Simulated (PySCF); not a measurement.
# Vibration and rotation of HgF

MN15 constants of HgF, ²Σ⁺ (doublet), unpaired electrons σ ↑ (basis Hg def2-SVPD with ECP60, F def2-SVPD; scalar-relativistic core potentials; PySCF 2.14; masses 201.9706 and 18.9984 u):

* ωe: 432.6 cm⁻¹
* ωexe: 3.95 cm⁻¹
* Be: 0.22897 cm⁻¹
* αe: 0.00223 cm⁻¹
* De to Hg + F: 1.29 eV

Problem. What force constant and bond length do these constants imply?

Solution. Reduced mass μred = 17.365 u; k = 5.8918×10⁻⁷·μred·ωe² (u, cm⁻¹, mdyn/Å) = 1.91 mdyn/Å; Re = √(16.8576/(μred·Be)) (u, cm⁻¹, Å) = 2.059 Å.

Problem. Estimate the centrifugal constant D from the Kratzer relation and find the Dunham coefficient a1.

Solution. D = 4Be³/ωe² = 2.57e-07 cm⁻¹; a1 = −1 − αeωe/(6Be²) = -4.07.

Spin–orbit coupling is left out, which matters for elements this heavy, above all for dissociation energies. The state is the lowest determinant that a PBE0 search found; another state may lie lower at other levels.
